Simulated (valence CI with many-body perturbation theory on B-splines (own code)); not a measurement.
Energy levels of Os LXXI

Level of theory: relativistic CI+MBPT: four valence electrons over a frozen Dirac-Fock core [He], radial functions for each j: 11 s, 11 p, 10 d, 8 f, 5 g, 2 h, with the one-electron correlation potential Σ1, the two-electron term Σ2, the three-electron term Σ3, Breit, model QED; selected CI, second order for the rest, scaled by the run's own slope (own B-spline code, finite nucleus).

No measured spectrum was set against this ion. As an estimate, large intervals hold to a few tenths of a per cent, small ones and those within an open d or f shell to about a per cent. Among the levels kept, up to 1300 cm⁻¹ of a level comes from second order outside the variational space, and about a tenth of that is noise between levels of different J, which matters for small intervals.

Levels 136 to 180 of 214, with energies above the lowest level, (2s^2 2p1/2^2) J=0. "Leading %" is the weight of the configuration and term that name the level; weights of strongly mixed levels are sums over their largest components and can fall short, so below about 35 % the name and the second component can differ from the true leading terms, or belong to a minority configuration. In the jj column 3d3/2^4 stands for four electrons in 3d with j = 3/2. Lifetimes count E1, E2, E3, M1 and M2 decay at the calculated energies, and are blank where another channel may lead or the interval is too uncertain; long ones can be off by a factor of two.

| No. | Configuration | Term | J | E (× 10³ cm⁻¹) | Leading % | Second component | Lifetime | g | Leading jj |
| --- | --- | --- | --- | --- | --- | --- | --- | --- | --- |
| 136 | 2s 2p2 3p | 3P° | 2 | 118760 | 27 | 26 % 2s 2p2 3p 5P° | 4.94 fs | 1.546 | 2s 2p3/2^2 3p1/2 (100 %) |
| 137 | 2s 2p2 3p | 3D° | 3 | 118770 | 42 | 20 % 2s 2p2 3p 5D° | 2.01 fs | 1.288 | 2s 2p3/2^2 3p1/2 (100 %) |
| 138 | 2s 2p2 3s | 1P | 1 | 118810 | 41 | 31 % 2s 2p2 3s 3D | 2.48 fs | 0.963 | 2s 2p3/2^2 3s (100 %) |
| 139 | 2s 2p2 3s | 3P | 2 | 118850 | 61 | 18 % 2s 2p2 3s 1D | 7.58 fs | 1.352 | 2s 2p3/2^2 3s (99 %) |
| 140 | 2s 2p2 3s | 1S | 0 | 119030 | 68 | 32 % 2s 2p2 3s 3P | 5.50 fs |  | 2s 2p3/2^2 3s (99 %) |
| 141 | 2s 2p2 3p | 3P° | 1 | 119680 | 33 | 18 % 2s 2p2 3p 3S° | 1.93 fs | 1.297 | 2s 2p3/2^2 3p1/2 (99 %) |
| 142 | 2s 2p2 3p | 3P° | 0 | 119680 | 79 | 16 % 2s 2p2 3p 5D° | 66.4 fs |  | 2s 2p3/2^2 3p1/2 (100 %) |
| 143 | 2s 2p2 3p | 3P° | 1 | 119680 | 50 | 22 % 2s 2p2 3p 1P° | 1.99 fs | 1.284 | 2s 2p3/2^2 3p1/2 (99 %) |
| 144 | 2s 2p2 3p | 3D° | 2 | 119690 | 32 | 23 % 2s 2p2 3p 3F° | 3.12 fs | 1.038 | 2s 2p3/2^2 3p1/2 (99 %) |
| 145 | 2s2 2p 4s | 3P° | 0 | 120400 | 100 |  | 5.56 fs |  | 2s^2 2p1/2 4s (100 %) |
| 146 | 2s2 2p 4s | 3P° | 1 | 120410 | 67 | 33 % 2s2 2p 4s 1P° | 4.86 fs | 1.302 | 2s^2 2p1/2 4s (100 %) |
| 147 | 2s2 2p 4p | 3D | 1 | 120710 | 74 | 22 % 2s2 2p 4p 1P | 8.49 fs | 0.633 | 2s^2 2p1/2 4p1/2 (100 %) |
| 148 | 2p3 3s | 5S° | 2 | 120740 | 54 | 33 % 2p3 3s 3D° | 9.69 fs | 1.570 | 2p1/2 2p3/2^2 3s (99 %) |
| 149 | 2s2 2p 4p | 3P | 0 | 120830 | 67 | 33 % 2s2 2p 4p 1S | 8.74 fs |  | 2s^2 2p1/2 4p1/2 (100 %) |
| 150 | 2p3 3s | 3S° | 1 | 120840 | 55 | 44 % 2p3 3s 3D° | 2.83 fs | 1.294 | 2p1/2 2p3/2^2 3s (98 %) |
| 151 | 2p3 3s | 3D° | 3 | 120920 | 99 |  | 8.06 fs | 1.296 | 2p1/2 2p3/2^2 3s (99 %) |
| 152 | 2p3 3s | 1D° | 2 | 121010 | 65 | 34 % 2p3 3s 3D° | 3.09 fs | 1.019 | 2p1/2 2p3/2^2 3s (99 %) |
| 153 | 2p3 3p | 5P | 1 | 121430 | 46 | 22 % 2p3 3p 3D | 1.10 fs | 1.632 | 2p1/2 2p3/2^2 3p1/2 (99 %) |
| 154 | 2p3 3s | 3P° | 0 | 121440 | 100 |  | 6.04 fs |  | 2p1/2 2p3/2^2 3s (100 %) |
| 155 | 2p3 3s | 3P° | 1 | 121440 | 66 | 33 % 2p3 3s 1P° | 4.59 fs | 1.297 | 2p1/2 2p3/2^2 3s (99 %) |
| 156 | 2p3 3p | 3F | 2 | 121490 | 34 | 21 % 2p3 3p 5P | 1.10 fs | 1.191 | 2p1/2 2p3/2^2 3p1/2 (99 %) |
| 157 | 2p3 3p | 3F | 3 | 121620 | 44 | 33 % 2p3 3p 1F | 1.10 fs | 1.074 | 2p1/2 2p3/2^2 3p1/2 (100 %) |
| 158 | 2p3 3p | 3P | 2 | 122000 | 50 | 22 % 2p3 3p 1D | 1.28 fs | 1.293 | 2p1/2 2p3/2^2 3p1/2 (99 %) |
| 159 | 2p3 3p | 3D | 1 | 122100 | 74 | 22 % 2p3 3p 1P | 1.11 fs | 0.627 | 2p1/2 2p3/2^2 3p1/2 (99 %) |
| 160 | 2s2 2p 4p | 3P | 1 | 122330 | 48 | 28 % 2s2 2p 4p 3S | 13.0 fs | 1.521 | 2s^2 2p1/2 4p3/2 (96 %) |
| 161 | 2s2 2p 4p | 3D | 2 | 122360 | 50 | 33 % 2s2 2p 4p 1D | 13.7 fs | 1.147 | 2s^2 2p1/2 4p3/2 (100 %) |
| 162 | 2s 2p2 3p | 5D° | 4 | 122410 | 63 | 37 % 2s 2p2 3p 3F° | 123 fs | 1.377 | 2s 2p3/2^2 3p3/2 (100 %) |
| 163 | 2s 2p2 3p | 3D° | 3 | 122440 | 52 | 34 % 2s 2p2 3p 5P° | 3.94 fs | 1.387 | 2s 2p3/2^2 3p3/2 (99 %) |
| 164 | 2s 2p2 3p | 3P° | 1 | 122550 | 37 | 32 % 2s 2p2 3p 3S° | 1.85 fs | 1.535 | 2s 2p3/2^2 3p3/2 (99 %) |
| 165 | 2p3 3p | 3P | 0 | 122550 | 65 | 34 % 2p3 3p 1S | 1.28 fs |  | 2p1/2 2p3/2^2 3p1/2 (99 %) |
| 166 | 2s2 2p 4d | 3F° | 2 | 122570 | 75 | 20 % 2s2 2p 4d 1D° | 3.76 fs | 0.745 | 2s^2 2p1/2 4d3/2 (100 %) |
| 167 | 2s2 2p 4d | 3D° | 1 | 122640 | 50 | 32 % 2s2 2p 4d 1P° | 889 as | 0.840 | 2s^2 2p1/2 4d3/2 (98 %) |
| 168 | 2s 2p2 4s | 5P | 1 | 122730 | 39 | 30 % 2s 2p2 4s 3S | 5.73 fs | 1.986 | 2s 2p1/2^2 4s (96 %) |
| 169 | 2s 2p2 4s | 3P | 0 | 122800 | 68 | 32 % 2s 2p2 4s 1S | 5.37 fs |  | 2s 2p1/2^2 4s (100 %) |
| 170 | 2s 2p2 3p | 3P° | 2 | 122820 | 46 | 20 % 2s 2p2 3p 1D° | 1.71 fs | 1.355 | 2s 2p3/2^2 3p3/2 (99 %) |
| 171 | 2s 2p2 4p | 3P° | 0 | 123030 | 53 | 41 % 2s 2p2 4p 5D° | 8.47 fs |  | 2s 2p1/2^2 4p1/2 (100 %) |
| 172 | 2s2 2p 4d | 3P° | 2 | 123040 | 48 | 36 % 2s2 2p 4d 3D° | 1.33 fs | 1.288 | 2s^2 2p1/2 4d5/2 (100 %) |
| 173 | 2s 2p2 4p | 3P° | 1 | 123050 | 33 | 20 % 2s 2p2 4p 5D° | 4.22 fs | 1.333 | 2s 2p1/2^2 4p1/2 (98 %) |
| 174 | 2s2 2p 4d | 3F° | 3 | 123050 | 45 | 33 % 2s2 2p 4d 1F° | 1.32 fs | 1.096 | 2s^2 2p1/2 4d5/2 (100 %) |
| 175 | 2s2 2p 4f | 3G | 3 | 123180 | 73 | 19 % 2s2 2p 4f 1F | 2.68 fs | 0.809 | 2s^2 2p1/2 4f5/2 (100 %) |
| 176 | 2s2 2p 4f | 3F | 2 | 123190 | 45 | 33 % 2s2 2p 4f 1D | 2.64 fs | 0.887 | 2s^2 2p1/2 4f5/2 (100 %) |
| 177 | 2s 2p2 3d | 3D | 2 | 123240 | 24 | 24 % 2s 2p2 3d 5D | 609 as | 1.372 | 2s 2p3/2^2 3d3/2 (99 %) |
| 178 | 2s 2p2 3d | 5D | 3 | 123260 | 26 | 18 % 2s 2p2 3d 3F | 591 as | 1.264 | 2s 2p3/2^2 3d3/2 (97 %) |
| 179 | 2s 2p2 3d | 5P | 1 | 123280 | 44 | 19 % 2s 2p2 3d 3P | 522 as | 1.838 | 2s 2p3/2^2 3d3/2 (99 %) |
| 180 | 2s 2p2 3d | 3F | 4 | 123280 | 40 | 24 % 2s 2p2 3d 5F | 590 as | 1.191 | 2s 2p3/2^2 3d3/2 (99 %) |

Where two levels of one J and parity lie close, their mixing, g and order are uncertain.
